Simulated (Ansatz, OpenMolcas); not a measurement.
How methods differ on C2H6Cl2Si (dichlorodimethylsilane)

C2H6Cl2Si: 11 atoms, total charge 0, spin state singlet. SMILES: `C[Si](C)(Cl)Cl`. Geometry: relaxed at PBE0-D4/def2-TZVP.

Each level gives the vertical ionisation energy (to the doublet cation) (eV). The values are calculated.

```csv
level,kind,program,value (eV)
PBE/def2-SVP,GGA,Ansatz,9.94
r2SCAN/def2-SVP,meta-GGA,Ansatz,10.27
B3LYP/def2-SVP,global hybrid,Ansatz,10.37
BHLYP/def2-SVP,global hybrid,OpenMolcas,10.84
r2SCAN0/def2-SVP,hybrid meta-GGA,Ansatz,10.68
HSE06/def2-SVP,range-separated hybrid,Ansatz,10.47
CCSD(T)/def2-SVP,coupled cluster or CI,Ansatz,10.72
CCSD/def2-SVP,coupled cluster or CI,Ansatz,10.87
```

The values span 9.94 to 10.87 eV. The coupled-cluster rows rest on a doubtful reference here (large T1 or Brueckner and Hartree–Fock orbitals at odds), and rows may lie in different states.
